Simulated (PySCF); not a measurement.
# How methods differ on the excitation energy of Mn

Mn [Ar] 3d5 4s2 (6S) → Mn [Ar] 3d5 4s1 4p1 (8P), as a difference of total energies. Computed with PySCF 2.14 in x2c-TZVPPall, with the spin-free X2C one-electron Hamiltonian (Gaussian nucleus). Correlated levels: valence: [Ar] frozen. The calculations carry no spin-orbit coupling.

Q: Order these methods by the excitation energy they give, lowest first.
A. CCSD(T) (valence)
B. CCSD (valence)
C. MP2 (valence)
D. UHF

A: D (1.274 eV), C (2.030 eV), B (2.228 eV), A (2.288 eV).

Errors of the correlated levels include the incompleteness of this basis and the frozen core.

The basis was made for the ground configuration and has no added diffuse functions, so the excitation energy can come out too high.

For comparison: 2.303 eV (measured; NIST levels, between the centres of gravity of the two terms).
